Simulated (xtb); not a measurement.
xtb input (GFN1-xTB):

```bash
xtb mol.xyz --gfn 1 --sp --chrg 1 --uhf 0
```
mol.xyz:
```
10

F      1.13047896    -0.41517402    -1.55532692
Si     1.34792540    -0.22414065    -0.00994754
O     -0.10906543     0.65572955     0.49666709
Si    -1.82304031     0.06600393     0.49952912
H      1.24910920    -1.49020221     0.70874881
H      2.41347431     0.72483259     0.30492600
H      0.01319461     1.60561290     0.66168311
H     -2.46408591     0.86345616    -0.54981878
H     -2.26988885     0.34636095     1.86704131
H     -1.59198203    -1.34541663     0.17788281
```

Output:

```
           -------------------------------------------------
          |                Calculation Setup                |
           -------------------------------------------------

           -------------------------------------------------
          |                 G F N 1 - x T B                 |
           -------------------------------------------------

        Reference                      10.1021/acs.jctc.7b00118
      * Hamiltonian:
        H0-scaling (s, p, d)           1.850000    2.250000    2.000000
        zeta-weighting                 0.000000
      * Dispersion:
        s8                             2.400000
        a1                             0.630000
        a2                             5.000000
        s9                             0.000000
      * Repulsion:
        kExp                           1.500000
        rExp                           1.000000
      * Coulomb:
        alpha                          2.000000
        third order                    atomic
        anisotropic                    false
      * Halogen bond correction:
        rad-scale                      1.300000
        damping                        0.440000

          ...................................................
          :                      SETUP                      :
          :.................................................:
          :  # basis functions                  40          :
          :  # atomic orbitals                  38          :
          :  # shells                           22          :
          :  # electrons                        26          :
          :  # halogen bonds                     0          :
          :  max. iterations                   250          :
          :  Hamiltonian                  GFN1-xTB          :
          :  restarted?                      false          :
          :  GBSA solvation                  false          :
          :  PC potential                    false          :
          :  electronic temp.          300.0000000     K    :
          :  accuracy                    1.0000000          :
          :  -> integral cutoff          0.2500000E+02      :
          :  -> integral neglect         0.1000000E-07      :
          :  -> SCF convergence          0.1000000E-05 Eh   :
          :  -> wf. convergence          0.2000000E-04 e    :
          :  Broyden damping             0.4000000          :
          :  net charge                          1          :
          :  unpaired electrons                  0          :
          ...................................................

 iter      E             dE          RMSdq      gap      omega  full diag
   1    -16.5602548 -0.165603E+02  0.646E+00    7.05       0.0  T
   2    -16.6076805 -0.474258E-01  0.335E+00    6.38       1.0  T
   3    -16.6093025 -0.162195E-02  0.741E-01    5.94       1.0  T
   4    -16.6106935 -0.139105E-02  0.297E-01    6.11       1.0  T
   5    -16.6113788 -0.685256E-03  0.913E-02    6.12       1.0  T
   6    -16.6114286 -0.498183E-04  0.296E-02    6.12       1.1  T
   7    -16.6114322 -0.362099E-05  0.186E-02    6.13       1.7  T
   8    -16.6114367 -0.441223E-05  0.218E-03    6.13      14.5  T
   9    -16.6114367 -0.290580E-07  0.736E-04    6.13      43.0  T
  10    -16.6114367 -0.569630E-08  0.116E-04    6.13     273.0  T
  11    -16.6114367 -0.146368E-09  0.325E-05    6.13     973.4  T

   *** convergence criteria satisfied after 11 iterations ***

         #    Occupation            Energy/Eh            Energy/eV
      -------------------------------------------------------------
         1        2.0000           -1.0269029             -27.9434
       ...           ...                  ...                  ...
         7        2.0000           -0.7492668             -20.3886
         8        2.0000           -0.7336294             -19.9631
         9        2.0000           -0.7265324             -19.7700
        10        2.0000           -0.7029802             -19.1291
        11        2.0000           -0.6419441             -17.4682
        12        2.0000           -0.6389813             -17.3876
        13        2.0000           -0.6378545             -17.3569 (HOMO)
        14                         -0.4126442             -11.2286 (LUMO)
        15                         -0.3842054             -10.4548
        16                         -0.3624339              -9.8623
        17                         -0.3574430              -9.7265
        18                         -0.3557565              -9.6806
       ...                                ...                  ...
        38                          1.1993387              32.6357
      -------------------------------------------------------------
                  HL-Gap            0.2252103 Eh            6.1283 eV
             Fermi-level           -0.5252493 Eh          -14.2928 eV

 SCC (total)                   0 d,  0 h,  0 min,  0.013 sec
 SCC setup                      ...        0 min,  0.000 sec (  0.523%)
 Dispersion                     ...        0 min,  0.000 sec (  0.229%)
 classical contributions        ...        0 min,  0.000 sec (  0.098%)
 integral evaluation            ...        0 min,  0.002 sec ( 16.873%)
 iterations                     ...        0 min,  0.007 sec ( 51.302%)
 molecular gradient             ...        0 min,  0.004 sec ( 30.098%)
 printout                       ...        0 min,  0.000 sec (  0.784%)

         :::::::::::::::::::::::::::::::::::::::::::::::::::::
         ::                     SUMMARY                     ::
         :::::::::::::::::::::::::::::::::::::::::::::::::::::
         :: total energy             -16.529717304536 Eh    ::
         :: gradient norm              0.021919457227 Eh/a0 ::
         :: HOMO-LUMO gap              6.128285438949 eV    ::
         ::.................................................::
         :: SCC energy               -16.611436690780 Eh    ::
         :: -> electrostatic           0.111356201200 Eh    ::
         :: repulsion energy           0.084746879956 Eh    ::
         :: dispersion energy         -0.003027493712 Eh    ::
         :: halogen bond corr.         0.000000000000 Eh    ::
         :: add. restraining           0.000000000000 Eh    ::
         :: total charge               1.000000000000 e     ::
         :::::::::::::::::::::::::::::::::::::::::::::::::::::

           -------------------------------------------------
          |                Property Printout                |
           -------------------------------------------------

    * Orbital Energies and Occupations

         #    Occupation            Energy/Eh            Energy/eV
      -------------------------------------------------------------
         1        2.0000           -1.0269029             -27.9434
         2        2.0000           -1.0180028             -27.7013
         3        2.0000           -0.8657296             -23.5577
         4        2.0000           -0.8570444             -23.3214
         5        2.0000           -0.7976063             -21.7040
         6        2.0000           -0.7791520             -21.2018
         7        2.0000           -0.7492668             -20.3886
         8        2.0000           -0.7336294             -19.9631
         9        2.0000           -0.7265324             -19.7700
        10        2.0000           -0.7029802             -19.1291
        11        2.0000           -0.6419441             -17.4682
        12        2.0000           -0.6389813             -17.3876
        13        2.0000           -0.6378545             -17.3569 (HOMO)
        14                         -0.4126442             -11.2286 (LUMO)
        15                         -0.3842054             -10.4548
Note: The following floating-point exceptions are signalling: IEEE_DENORMAL
normal termination of xtb
        16                         -0.3624339              -9.8623
        17                         -0.3574430              -9.7265
        18                         -0.3557565              -9.6806
        19                         -0.3301513              -8.9839
        20                         -0.2595246              -7.0620
        21                         -0.2338955              -6.3646
        22                         -0.2326595              -6.3310
        23                         -0.2214663              -6.0264
        24                         -0.2190253              -5.9600
       ...                                ...                  ...
        38                          1.1993387              32.6357
      -------------------------------------------------------------
                  HL-Gap            0.2252103 Eh            6.1283 eV
             Fermi-level           -0.5252493 Eh          -14.2928 eV

  Mulliken/CM5 charges         n(s)   n(p)   n(d)
     1F    -0.16847 -0.14644   1.750  5.418  0.000
     2Si    0.61733  0.41440   1.194  1.318  0.871
     3O    -0.40003 -0.58155   1.680  4.721  0.000
     4Si    0.53128  0.27311   1.329  1.529  0.610
     5H     0.01818  0.10819   0.982  0.000  0.000
     6H     0.01035  0.09948   0.990  0.000  0.000
     7H     0.43222  0.61205   0.568  0.000  0.000
     8H    -0.01308  0.07355   1.013  0.000  0.000
     9H    -0.01652  0.07007   1.017  0.000  0.000
    10H    -0.01127  0.07715   1.011  0.000  0.000

Wiberg/Mayer (AO) data.
largest (>0.10) Wiberg bond orders for each atom

 ---------------------------------------------------------------------------
     #   Z sym  total        # sym  WBO       # sym  WBO       # sym  WBO
 ---------------------------------------------------------------------------
     1   9 F    1.425 --     2 Si   1.380
     2  14 Si   4.140 --     1 F    1.380     5 H    0.919     6 H    0.918
                             3 O    0.819
     3   8 O    2.464 --     4 Si   0.835     2 Si   0.819     7 H    0.766
     4  14 Si   3.686 --     9 H    0.921     8 H    0.920    10 H    0.912
                             3 O    0.835
     5   1 H    0.993 --     2 Si   0.919
     6   1 H    0.994 --     2 Si   0.918
     7   1 H    0.820 --     3 O    0.766
     8   1 H    0.994 --     4 Si   0.920
     9   1 H    0.994 --     4 Si   0.921
    10   1 H    0.992 --     4 Si   0.912
 ---------------------------------------------------------------------------

Topologies differ in total number of bonds
Writing topology from bond orders to xtbtopo.mol

 dipole moment from electron density (au)
     X       Y       Z
  -0.2542   1.1423   1.1754  total (Debye):    4.216

           -------------------------------------------------
          | TOTAL ENERGY              -16.529717304536 Eh   |
          | GRADIENT NORM               0.021919457227 Eh/α |
          | HOMO-LUMO GAP               6.128285438949 eV   |
           -------------------------------------------------

------------------------------------------------------------------------
------------------------------------------------------------------------
 total:
 SCF:
```

It need not be the lowest isomer of its formula.
